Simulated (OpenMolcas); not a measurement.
Pt4+ among 6 point charges of -1.7 e arranged as a trigonal antiprism (D3d), with a polar angle of 60.8° against the regular 54.74°.

```yaml
Program: OpenMolcas
Method: "SS-CASPT2, IPEA 0.25 Eh, imaginary shift 0.1 Eh (closed shells correlated: 5s 5p)"
Basis: ANO-RCC-VDZP [7s6p4d2f]
Scalar_Hamiltonian: DKH2, point nucleus
Active_space: 6 electrons in 5 orbitals (5d)
State_averaging: 2S+1 = 5 even, 5 roots; 2S+1 = 3 even, 45 roots; 2S+1 = 1 even, 50 roots
Spin-orbit_coupling: state interaction with AMFI integrals over the reference wave functions
```

All point charges move together. At R = 2.09 Å the first state of the same spin is 3340 cm-1, and at R = 2.27 Å it is 2490 cm-1.

Problem. A third run gives 4490 cm-1. What distance was it run at?

Solution. With a power law R^-n the two known points give n = -ln(2490 / 3340) / ln(2.27 / 2.09) = 3.55. Then R = 2.09 × (3340 / 4490)^(1/3.55) = 1.923 Å. The run was at 1.92 Å, so the estimate is off by +0.003 Å.

Roots that are degenerate in the reference are averaged as groups; the widest CASPT2 spread within a group is 70 cm-1 (the 2-fold group of multiplicity 1 near 76700 cm-1 above the lowest state of its run, R = 1.92). Shifts and gaps below about the spread of the groups concerned are not significant. Point charges give a weaker field than real ligands, and real ions of this kind are as a rule low spin; the high spin found here belongs to the model. Free-ion shares, where given, are those of the reference states; single-state CASPT2 does not remix them. Spin-orbit coupling mixes the spin-free states strongly: the lowest level takes only 57 % from its leading state, 5A1 (figures for R = 1.92; the like holds for R = 2.09, R = 2.27). This shell can be high or low spin here, a state of another spin lies low, and with metal d orbitals alone active their balance is uncertain, so the ground spin may be wrong (holds for R = 1.92). Point charges carry no covalency, so the field is a model and not that of real ligands. No measured value stands beside these numbers.
